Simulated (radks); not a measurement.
Q: The mean radii <r> (bohr) of the occupied orbitals of an atom or ion are listed with their occupations. Calculated with a radial shooting solver on a logarithmic mesh with Libxc functionals: non-relativistic Kohn-Sham, r2SCAN, spin-polarised, spherical densities, point nucleus; meta-GGA in the generalised Kohn-Sham scheme.

| orbital | occ. | <r> |
|---|---|---|
| 1s up | 1 | 0.7541 |

Name the element and its charge. Open shells, if any, are filled with parallel spins first.

A: Z = 2, helium, charge +1: He+ in 1s1. The 1s radius gives Z: for a bare nucleus <r> = 1.5/Z, 0.75 bohr for Z = 2, and the self-interaction of the functional makes it slightly larger (0.7541 here). The occupations add up to 1, and the charge is Z minus that.
